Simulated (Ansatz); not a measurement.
Geometry optimisation, RKS PBE0-D4/def2-SVP in Ansatz.

The input (input.yaml):

```yaml
crystal:
  periodic: [false, false, false]
  atoms:
    - { symbol: W, position_ang: [0.184357, -0.014242, 0.05016] }
    - { symbol: Cl, position_ang: [-0.428647, -0.056447, 2.334543] }
    - { symbol: F, position_ang: [1.736756, -0.523257, -0.876515] }
    - { symbol: H, position_ang: [-0.563858, 1.203605, -0.826075] }
    - { symbol: H, position_ang: [-1.462791, -0.236979, -0.03663] }
    - { symbol: H, position_ang: [-0.362329, -1.553878, -0.197642] }
    - { symbol: H, position_ang: [-0.511598, -0.486511, -1.367756] }
    - { symbol: O, position_ang: [1.96485, 2.004616, 1.621569] }
    - { symbol: H, position_ang: [2.84739, 1.649363, 1.784096] }
    - { symbol: H, position_ang: [1.43967, 1.710129, 2.40125] }
basis:
  gaussian: { orbitals: def2-SVP }
hamiltonian:
  xc: pbe0
  dispersion: d4
relax:
  f_tol: 0.03
  max_steps: 50
output:
  orbitals: {}
```

Launched with:

```bash
$ ansatz run input.yaml --threads 2 --pin off --max-ram 3072MiB --backend cpu --events-out ev --progress --plain --runs-dir out
```

Task: Where does it end, and by what steps?

Result: The run converged. After 12 steps the energy has fallen by 0.619 eV; H9 moved furthest, 0.70 Å. Joined: W1–O8.

| step | energy less start (eV) | largest force component (eV/Å) | accepted |
| --- | --- | --- | --- |
| 0 | 0.0000 | 1.031 | yes |
| 1 | -0.1516 | 1.168 | yes |
| 2 | -0.3198 | 1.516 | yes |
| 3 | -0.5047 | 1.200 | yes |
| 4 | -0.5748 | 0.750 | yes |
| 5 | -0.5664 | 0.667 | no |
| 6 | -0.6089 | 0.339 | yes |
| 7 | -0.6147 | 0.191 | yes |
| 8 | -0.6182 | 0.033 | yes |
| 9 | -0.6187 | 0.046 | yes |
| 10 | -0.6182 | 0.074 | no |
| 11 | -0.6189 | 0.052 | yes |
| 12 | -0.6190 | 0.005 | yes |

```xyz
10
Properties=species:S:1:pos:R:3
W 0.236 0.145 0.239
Cl -0.610 -0.091 2.393
F 1.911 -0.316 -0.525
H -0.518 1.351 -0.659
H -1.370 -0.197 -0.052
H -0.219 -1.423 -0.085
H -0.282 -0.372 -1.251
O 1.633 1.598 1.346
H 2.574 1.446 1.176
H 1.490 1.553 2.304
```

Whether the end is a true minimum wasn't checked by a vibrational analysis.

Run time: 95 s on 2 threads of Arm Neoverse N1, with other jobs on the host, peak memory 0.24 GiB.
